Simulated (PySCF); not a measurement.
F$_{4}$V (SMILES [F][V]([F])([F])[F]), doublet, geometry from GFN2-xTB (such geometries of metal compounds can be far from the true shape) (the multiplicity is a formal guess); PBE/6-31G (PySCF).

Input for PySCF:
```python
from pyscf import gto, scf, dft

mol = gto.M(
    atom='''
V    -0.000000    0.000000    0.000000
F     0.754420    0.947743   -1.105966
F     0.398502   -1.087012    1.161950
F    -0.663305   -1.063403   -1.058172
F    -0.489617    1.202672    1.002188
''',
    basis='6-31g',
    charge=0,
    spin=1,
    verbose=4,
)

mf = dft.UKS(mol)
mf.xc = 'pbe'
mf.init_guess = 'huckel'
mf.kernel()
```

Output, abridged:

```
PySCF version 2.14.0

[INPUT] verbose = 4
[INPUT] num. atoms = 5
[INPUT] num. electrons = 59
[INPUT] charge = 0
[INPUT] spin (= nelec alpha-beta = 2S) = 1
[INPUT] symmetry False subgroup None
[INPUT] Mole.unit = angstrom
[INPUT] Symbol           X                Y                Z      unit          X                Y                Z       unit  Magmom
[...]
nuclear repulsion = 364.735355196503
number of shells = 31
number of NR pGTOs = 178
number of NR cGTOs = 63
basis = 6-31g
ecp = {}

******** <class 'pyscf.dft.uks.UKS'> ********
method = UKS
initial guess = huckel
damping factor = 0
level_shift factor = 0
DIIS = <class 'pyscf.scf.diis.CDIIS'>
diis_start_cycle = 1
diis_space = 8
diis_damp = 0
SCF conv_tol = 1e-09
SCF conv_tol_grad = None
SCF max_cycles = 50
direct_scf = True
direct_scf_tol = 1e-13
number electrons alpha = 30  beta = 29
XC library pyscf.dft.libxc version 7.1.2
    S. Lehtola, C. Steigemann, M. J. T. Oliveira, and M. A. L. Marques,  SoftwareX 7, 1–5 (2018)
XC functionals = pbe
    J. P. Perdew, K. Burke, and M. Ernzerhof,  Phys. Rev. Lett. 77, 3865 (1996)
    J. P. Perdew, K. Burke, and M. Ernzerhof,  Phys. Rev. Lett. 78, 1396 (1997)
    J. P. Perdew, K. Burke, and M. Ernzerhof,  Phys. Rev. Lett. 77, 3865 (1996)
    J. P. Perdew, K. Burke, and M. Ernzerhof,  Phys. Rev. Lett. 78, 1396 (1997)
radial grids:
    Treutler-Ahlrichs [JCP 102, 346 (1995); DOI:10.1063/1.469408] (M4) radial grids

becke partition: Becke, JCP 88, 2547 (1988); DOI:10.1063/1.454033
pruning grids: <function nwchem_prune>
grids dens level: 3
symmetrized grids: False
atomic radii adjust function: <function treutler_atomic_radii_adjust>
small_rho_cutoff = 0
Set gradient conv threshold to 3.16228e-05
Initial guess from on-the-fly Huckel, doi:10.1021/acs.jctc.8b01089.
Spherically averaged atomic HF for {'V', 'F'}

******** <class 'pyscf.scf.atom_hf.AtomSphAverageRHF'> ********
method = AtomSphAverageRHF
initial guess = minao
damping factor = 0
level_shift factor = 0
DIIS = <class 'pyscf.scf.diis.CDIIS'>
diis_start_cycle = 1
diis_space = 8
diis_damp = 0
SCF conv_tol = 1e-09
SCF conv_tol_grad = None
SCF max_cycles = 50
direct_scf = True
direct_scf_tol = 1e-13
atom = V
Set gradient conv threshold to 3.16228e-05
Initial guess from minao.
init E= -941.914958115292
cycle= 1 E= -942.009074023525  delta_E= -0.0941  |g|=    0  |ddm|= 0.373
cycle= 2 E= -942.009504677447  delta_E= -0.000431  |g|=    0  |ddm|= 0.0314
cycle= 3 E= -942.009597130991  delta_E= -9.25e-05  |g|=    0  |ddm|= 0.0197
cycle= 4 E= -942.009598537066  delta_E= -1.41e-06  |g|=    0  |ddm|= 0.00842
cycle= 5 E= -942.009598567666  delta_E= -3.06e-08  |g|=    0  |ddm|= 0.00138
cycle= 6 E= -942.009598567669  delta_E= -2.73e-12  |g|=    0  |ddm|= 8.03e-06
Extra cycle  E= -942.009598567667  delta_E= 1.48e-12  |g|=    0  |ddm|= 9.66e-08
Atomic HF for atom  V  converged. SCF energy = -942.009598567667

******** <class 'pyscf.scf.atom_hf.AtomSphAverageRHF'> ********
method = AtomSphAverageRHF
initial guess = minao
damping factor = 0
level_shift factor = 0
DIIS = <class 'pyscf.scf.diis.CDIIS'>
diis_start_cycle = 1
diis_space = 8
diis_damp = 0
SCF conv_tol = 1e-09
SCF conv_tol_grad = None
SCF max_cycles = 50
direct_scf = True
direct_scf_tol = 1e-13
atom = F
Set gradient conv threshold to 3.16228e-05
Initial guess from minao.
init E= -98.9952075031685
cycle= 1 E= -99.0141572376525  delta_E= -0.0189  |g|=    0  |ddm|= 0.0165
cycle= 2 E= -99.0141954013822  delta_E= -3.82e-05  |g|=    0  |ddm|= 0.0131
cycle= 3 E= -99.0142037340484  delta_E= -8.33e-06  |g|=    0  |ddm|= 0.00383
cycle= 4 E= -99.0142037698912  delta_E= -3.58e-08  |g|=    0  |ddm|= 0.000372
cycle= 5 E= -99.0142037699048  delta_E= -1.36e-11  |g|=    0  |ddm|= 6.09e-06
Extra cycle  E= -99.0142037699047  delta_E= 5.68e-14  |g|=    0  |ddm|= 1.47e-09
Atomic HF for atom  F  converged. SCF energy = -99.0142037699047

tot grids = 77952
init E= -1341.20571519394

cycle= 1 E= -1318.17634099331  delta_E=   23  |g|= 6.78  |ddm|= 4.23
cycle= 2 E= -1284.59164729906  delta_E= 33.6  |g|= 5.48  |ddm|= 11.3
cycle= 3 E= -1313.44692185832  delta_E= -28.9  |g|= 6.84  |ddm|= 11.5

cycle= 4 E= -1314.06017762546  delta_E= -0.613  |g|= 6.81  |ddm|= 1.39
cycle= 5 E= -1312.57989772905  delta_E= 1.48  |g|= 6.68  |ddm|= 2.11
cycle= 6 E= -1316.65027773612  delta_E= -4.07  |g|= 6.62  |ddm|=  1.5
cycle= 7 E= -1314.74402106014  delta_E= 1.91  |g|= 6.55  |ddm|= 1.45

cycle= 8 E= -1314.6940316894  delta_E= 0.05  |g|=  6.4  |ddm|= 2.02
cycle= 9 E= -1314.53727090421  delta_E= 0.157  |g|= 6.43  |ddm|= 2.38
cycle= 10 E= -1318.36419086709  delta_E= -3.83  |g|= 6.55  |ddm|=  2.1

cycle= 11 E= -1287.1091498701  delta_E= 31.3  |g|= 5.02  |ddm|=   12
cycle= 12 E= -1312.24085290494  delta_E= -25.1  |g|= 6.38  |ddm|= 12.1
cycle= 13 E= -1314.51396864934  delta_E= -2.27  |g|= 6.47  |ddm|= 0.882
cycle= 14 E= -1313.46762393847  delta_E= 1.05  |g|= 6.44  |ddm|= 0.931
cycle= 15 E= -1314.13236871951  delta_E= -0.665  |g|= 6.46  |ddm|= 0.324
cycle= 16 E= -1312.92915339342  delta_E=  1.2  |g|= 6.55  |ddm|= 1.71
cycle= 17 E= -1311.74241671287  delta_E= 1.19  |g|= 6.29  |ddm|= 2.44
cycle= 18 E= -1312.21386059028  delta_E= -0.471  |g|=  6.3  |ddm|= 2.82
cycle= 19 E= -1312.52303893648  delta_E= -0.309  |g|= 6.28  |ddm|= 1.65
cycle= 20 E= -1286.57495372984  delta_E= 25.9  |g|= 5.08  |ddm|=   12
cycle= 21 E= -1316.47251361352  delta_E= -29.9  |g|= 6.39  |ddm|= 11.9
cycle= 22 E= -1315.47595039311  delta_E= 0.997  |g|= 6.49  |ddm|=    1
cycle= 23 E= -1315.00850769105  delta_E= 0.467  |g|= 6.44  |ddm|= 0.188
cycle= 24 E= -1315.02711690856  delta_E= -0.0186  |g|= 6.34  |ddm|= 0.393
cycle= 25 E= -1313.51865320888  delta_E= 1.51  |g|= 6.43  |ddm|=  2.2
cycle= 26 E= -1310.95557979536  delta_E= 2.56  |g|= 6.31  |ddm|= 2.59
cycle= 27 E= -1316.6520255584  delta_E= -5.7  |g|= 6.48  |ddm|= 2.69
cycle= 28 E= -1311.78584332645  delta_E= 4.87  |g|= 6.26  |ddm|= 2.07
cycle= 29 E= -1287.3567847749  delta_E= 24.4  |g|=    5  |ddm|= 12.1
cycle= 30 E= -1316.2544354341  delta_E= -28.9  |g|= 6.54  |ddm|= 12.1
cycle= 31 E= -1314.27513446659  delta_E= 1.98  |g|= 6.49  |ddm|= 2.45
cycle= 32 E= -1314.48873202002  delta_E= -0.214  |g|= 6.49  |ddm|= 0.201
cycle= 33 E= -1314.52125162515  delta_E= -0.0325  |g|= 6.47  |ddm|= 0.288
cycle= 34 E= -1314.88559746261  delta_E= -0.364  |g|=  6.4  |ddm|= 0.779
cycle= 35 E= -1312.73507628214  delta_E= 2.15  |g|= 6.26  |ddm|= 2.31
cycle= 36 E= -1317.01287209105  delta_E= -4.28  |g|= 6.49  |ddm|= 2.24
cycle= 37 E= -1311.02297298378  delta_E= 5.99  |g|= 6.29  |ddm|= 2.34
cycle= 38 E= -1286.63716690479  delta_E= 24.4  |g|= 5.09  |ddm|= 11.7
cycle= 39 E= -1315.78530738058  delta_E= -29.1  |g|= 6.55  |ddm|= 11.6
cycle= 40 E= -1314.35511529081  delta_E= 1.43  |g|= 6.34  |ddm|= 1.93
cycle= 41 E= -1314.12456746622  delta_E= 0.231  |g|= 6.32  |ddm|= 0.131
cycle= 42 E= -1314.79858648055  delta_E= -0.674  |g|=  6.3  |ddm|= 0.636
cycle= 43 E= -1314.31861694976  delta_E= 0.48  |g|= 6.42  |ddm|= 1.06
cycle= 44 E= -1313.97943509379  delta_E= 0.339  |g|= 6.27  |ddm|= 0.535
cycle= 45 E= -1313.19603221891  delta_E= 0.783  |g|= 6.25  |ddm|= 2.32
cycle= 46 E= -1312.11078622297  delta_E= 1.09  |g|= 6.21  |ddm|= 2.52
cycle= 47 E= -1286.73168257905  delta_E= 25.4  |g|= 4.99  |ddm|= 11.8
cycle= 48 E= -1312.56625513318  delta_E= -25.8  |g|= 6.35  |ddm|= 11.8
cycle= 49 E= -1314.18916914584  delta_E= -1.62  |g|= 6.41  |ddm|= 2.42
cycle= 50 E= -1314.96767689484  delta_E= -0.779  |g|= 6.33  |ddm|= 2.15
SCF not converged.
SCF energy = -1314.96767689484 after 50 cycles  <S^2> = 0.78212738  2S+1 = 2.0318734
```

Convergence was not reached.
